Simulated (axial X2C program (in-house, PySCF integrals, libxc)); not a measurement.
**Outer orbitals of GeF⁺ at 1.676 Å, M06**

All values were computed with an axial X2C code built on PySCF integrals. Spin-free means the one-electron spin-free X2C Hamiltonian; two-component (2c) means X2C with spin–orbit coupling and atomic mean-field two-electron Coulomb and Gaunt terms, so the difference of the two also holds small scalar two-electron terms. Basis: Ge dyall-cv3z [9s9p7d4f1g], F dyall-av3z [7s6p3d2f] (cores contracted in-house); Gaussian nuclei, density fitting, unrestricted open shells. Masses: Ge 73.921 u, F 18.998 u.

The distance is close to the 2c PBE0 minimum; the highest filled and lowest empty levels are listed.

Spin-free orbitals, state M_S = 0, Λ = 0 (closed shell) (Löwdin shares):

```tsv
symmetry	occupied	ε (eV)	atomic character
σα	yes	-22.84	54% F p, 38% Ge s, 5% F s
π-α	yes	-19.26	89% F p, 6% Ge p, 3% Ge d
π+α	yes	-19.26	89% F p, 6% Ge p, 3% Ge d
σα	yes	-17.98	39% F p, 35% Ge s, 20% Ge p
π+α	no	-10.06	83% Ge p, 9% F p, 4% F d
π-α	no	-10.06	83% Ge p, 9% F p, 4% F d
σα	no	-6.67	64% Ge p, 19% Ge d, 7% F p
σα	no	-3.97	62% Ge s, 19% F s, 13% Ge p
```

One partner of each degenerate Kramers or spin pair is listed.

Spinors with spin–orbit coupling (state Ω = 0):

```json
{"ω": "1/2", "occupied": "yes", "ε (eV)": "-22.84", "atomic character": "54% F p, 38% Ge s, 5% F s", "λ mixture": "100% σ"}
{"ω": "1/2", "occupied": "yes", "ε (eV)": "-19.28", "atomic character": "89% F p, 6% Ge p, 3% Ge d", "λ mixture": "100% π"}
{"ω": "3/2", "occupied": "yes", "ε (eV)": "-19.24", "atomic character": "89% F p, 6% Ge p, 3% Ge d", "λ mixture": "100% π"}
{"ω": "1/2", "occupied": "yes", "ε (eV)": "-17.98", "atomic character": "39% F p, 35% Ge s, 20% Ge p", "λ mixture": "100% σ"}
{"ω": "1/2", "occupied": "no", "ε (eV)": "-10.12", "atomic character": "83% Ge p, 9% F p, 4% F d", "λ mixture": "100% π"}
{"ω": "3/2", "occupied": "no", "ε (eV)": "-9.98", "atomic character": "83% Ge p, 9% F p, 4% F d", "λ mixture": "100% π"}
{"ω": "1/2", "occupied": "no", "ε (eV)": "-6.67", "atomic character": "64% Ge p, 19% Ge d, 7% F p", "λ mixture": "100% σ"}
{"ω": "1/2", "occupied": "no", "ε (eV)": "-3.97", "atomic character": "62% Ge s, 19% F s, 13% Ge p", "λ mixture": "100% σ"}
```

One partner of each degenerate Kramers or spin pair is listed.

(1) How does the gap between the highest filled and lowest empty level change from the spin-free to the 2c table?

Mulliken charges and populations of the two-component result (they depend on the basis, above all on diffuse functions):

Ge 1.36 e (s 7.95 p 12.60 d 10.07 f 0.02), F -0.36 e (s 4.00 p 5.34 d 0.02).

The state is a single determinant with fixed occupations, the lowest that a limited PBE0 search found.

Results:

(1) From 7.92 to 7.86 eV at M06, a change of -0.06 eV.
